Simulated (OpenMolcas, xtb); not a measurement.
# How methods differ on GeH2ClF (SMILES [F][GeH2][Cl])

GeH2ClF: 5 atoms, total charge 0, spin state singlet. As SMILES, `[F][GeH2][Cl]`. The shape is that of a PBE0-D4/def2-TZVP optimisation.

```jsonl
{"atom": "F", "x (Å)": "-0.2420", "y (Å)": "-0.5080", "z (Å)": "1.5886"}
{"atom": "Ge", "x (Å)": "0.1399", "y (Å)": "-0.0892", "z (Å)": "-0.0455"}
{"atom": "Cl", "x (Å)": "-1.3903", "y (Å)": "1.2449", "z (Å)": "-0.6989"}
{"atom": "H", "x (Å)": "0.0676", "y (Å)": "-1.3755", "z (Å)": "-0.8674"}
{"atom": "H", "x (Å)": "1.4747", "y (Å)": "0.6542", "z (Å)": "-0.0183"}
```

Quantity: the electronic atomisation energy, in eV. The values are calculated. Electronic energies at fixed atoms, without zero-point motion or spin-orbit coupling.

```json
{"level": "GFN1-xTB", "kind": "semi-empirical", "program": "xtb", "value (eV)": "19.98"}
{"level": "HF/aug-cc-pVDZ", "kind": "Hartree–Fock", "program": "OpenMolcas", "value (eV)": "10.66"}
{"level": "SVWN5/aug-cc-pVDZ", "kind": "LDA", "program": "OpenMolcas", "value (eV)": "16.91"}
{"level": "BLYP/aug-cc-pVDZ", "kind": "GGA", "program": "OpenMolcas", "value (eV)": "14.21"}
{"level": "TPSS/aug-cc-pVDZ", "kind": "meta-GGA", "program": "OpenMolcas", "value (eV)": "14.88"}
{"level": "BHLYP/aug-cc-pVDZ", "kind": "global hybrid", "program": "OpenMolcas", "value (eV)": "13.97"}
{"level": "PBE0/aug-cc-pVDZ", "kind": "global hybrid", "program": "OpenMolcas", "value (eV)": "14.44"}
```

All-electron rows without a relativistic Hamiltonian named are non-relativistic. The values span 10.66 to 19.98 eV. The xTB rows lack spin polarisation, so open shells miss the exchange term that lowers them.
